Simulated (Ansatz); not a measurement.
Isolated molecules relaxed with PBE0-D4/def2-TZVP in Ansatz; ΔE leaves out vibrations. CCSD(T)/CBS is the MP2 limit (def2-TZVPP, def2-QZVPP) plus CCSD(T) − MP2 in def2-TZVPP, frozen cores. This one scheme is used for every species. Functionals use def2-TZVPP. B3LYP here is the variant with VWN-RPA as its local correlation; programs differ in this. Each species was taken in one conformer, which may not be the lowest.

`N[SiH2][SiH](O)F` → `N[SiH3]` + `O[Si]F`  (silylene formation by 1,1-elimination)

`N[SiH2][SiH](O)F`:

Cartesian coordinates in Å:
```
N -0.089 1.250 -1.126
Si 0.969 0.557 0.072
Si -0.276 -1.286 0.843
O -1.702 -1.179 0.042
F -0.499 -1.157 2.425
H -0.213 0.749 -1.994
H 0.000 2.237 -1.318
H 2.330 0.186 -0.420
H 1.135 1.589 1.129
H 0.248 -2.654 0.624
H -1.901 -0.291 -0.276
```

`N[SiH3]`:

Z-matrix (Å, degrees):
```
Si
N 1 1.720
H 1 1.486 2 107.9
H 1 1.494 2 116.0 3 -120.3
H 1 1.486 2 107.9 3 119.4
H 2 1.007 1 119.6 3 -168.6
H 2 1.007 1 119.6 3 49.2
```

`O[Si]F`:

```xyz
4

O     0.967   -0.145    0.127
Si   -0.326   -0.706   -0.706
F    -1.507    0.263   -0.166
H     0.866    0.588    0.744
```

```tsv
level	ΔE (kJ/mol)
r2SCAN-D4	137.2
PBE0-D4	135.7
PBE0	126.6
B3LYP	96.7
HF/def2-TZVPP	103.1
SCS-MP2/def2-TZVPP	113.2
MP2/def2-QZVPP	124.6
HF/CBS(def2)	101.7
```

What does CCSD(T)/CBS give? (Best estimate.)

Computed: +120.0 kJ/mol. The listed levels differ from it by 17.2, 15.7, 6.6, -23.3, -16.9, -6.8, 4.6, -18.3 kJ/mol.

Largest T1 diagnostic among the species: 0.015.

From PBE to PBE0 (25 % exact exchange), in def2-TZVPP and without D4, ΔE moves by +11.4 kJ/mol. The D4 term adds +16.5 kJ/mol with B3LYP and +9.1 kJ/mol with PBE0; it sums over pairs of atoms, weighted by their polarisabilities, and B3LYP, whose exchange is more repulsive, gets the larger term.
